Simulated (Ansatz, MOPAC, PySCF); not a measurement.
System: CH₆NSi, net charge -1, singlet state. SMILES: C[N-][SiH3]
Coordinates optimised at B3LYP-D3(BJ)/def2-TZVP (Ansatz, an electronic-structure program):
```xyz
9

C     -1.6227    -0.1008     0.4508
N     -0.3600    -0.6530     0.0943
Si     0.9791     0.2334    -0.2704
H     -2.3708    -0.8924     0.6518
H     -1.6274     0.5301     1.3727
H     -2.1000     0.5455    -0.3254
H      2.1453    -0.6572    -0.6031
H      1.5639     1.1807     0.7874
H      0.9377     1.2012    -1.4621
```
Charge -1, spin multiplicity 1.

Unscaled harmonic wavenumbers (cm⁻¹) in rising order, each level at the stationary point that it reaches from this structure (no distance between atoms moves by over 0.3 Å); the order of modes can differ between levels, and a negative number is imaginary. B3LYP-D3(BJ)/def2-TZVP (PySCF, at the structure above): 106, 183, 199, 682, 736, 782, 926, 964, 1020, 1124, 1132, 1241, 1447, 1476, 1479, 1865, 1929, 2083, 2716, 2745, 2848.

AM1 (MOPAC): 80, 91, 183, 587, 649, 829, 862, 876, 945, 1117, 1137, 1362, 1375, 1444, 1619, 2090, 2130, 2198, 2762, 2823, 2968. Zero-point energy 40.2 against 39.6 kcal/mol; where all levels lie over 400 cm⁻¹, the wavenumbers are on average 1.003 times those of B3LYP-D3(BJ)/def2-TZVP.

HF/3-21G (Ansatz): 110, 193, 208, 735, 749, 817, 999, 1053, 1166, 1216, 1224, 1290, 1621, 1689, 1694, 1884, 1976, 2129, 2917, 2944, 3051. Zero-point energy 42.4 against 39.6 kcal/mol; where all levels lie over 400 cm⁻¹, the wavenumbers are on average 1.075 times those of B3LYP-D3(BJ)/def2-TZVP.
